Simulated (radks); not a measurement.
Be, configuration [He] 2s1.5 2p0.5 (fractional occupations, a model configuration). All-electron calculation, non-relativistic Kohn-Sham, PBE, spin-polarised, spherical densities, point nucleus; open shells are filled with parallel spins first. Program: a radial shooting solver on a logarithmic mesh with Libxc functionals.

Unscreened Slater integrals over Kohn-Sham orbitals (hartree). They are taken over the spin-up orbitals.

| integral | value |
|---|---|
| F0(2p,2p) | 0.30126 |
| F2(2p,2p) | 0.13742 |
| F0(2p,2s) | 0.32564 |
| G1(2p,2s) | 0.20273 |
| F0(2p,1s) | 0.43271 |
| G1(2p,1s) | 0.027301 |
| F0(2s,2s) | 0.35559 |
| F0(2s,1s) | 0.50018 |
| G0(2s,1s) | 0.031461 |
| F0(1s,1s) | 2.2505 |

Derived for the open shells (J is the average intra-shell exchange parameter used in DFT+U). 2p: J = F2/5 = 0.02748 hartree.
